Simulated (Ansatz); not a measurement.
Basis-set series for AlFGaH₃OSi, SMILES `F[SiH2][Al]1[O][GaH]1`. The species carries charge 0 and has multiplicity 1. The geometry is a stationary point of PBE0-D4/def2-TZVP. It is one conformer, not always the lowest.

```tsv
functional	basis	functions	energy (Eh)	HOMO (eV)	LUMO (eV)
PBE0-D4	def2-SVP	111	-2632.50298	-6.01	-1.93
PBE0-D4	def2-TZVPP	236	-2633.16655	-6.01	-2.07
ωB97M-V	def2-SVP	111	-2632.97243	-7.87	-0.09
ωB97M-V	def2-TZVPP	236	-2633.63826	-7.90	-0.31
```

(1) Give the rows for def2-QZVPP. (An estimate is asked.)

Results:

(1) Computed: 
```tsv
functional	basis	functions	energy (Eh)	HOMO (eV)	LUMO (eV)
PBE0-D4	def2-QZVPP	433	-2633.23765	-6.03	-2.11
ωB97M-V	def2-QZVPP	433	-2633.70649	-7.93	-0.45
```

Scalar relativity is left out up to krypton.
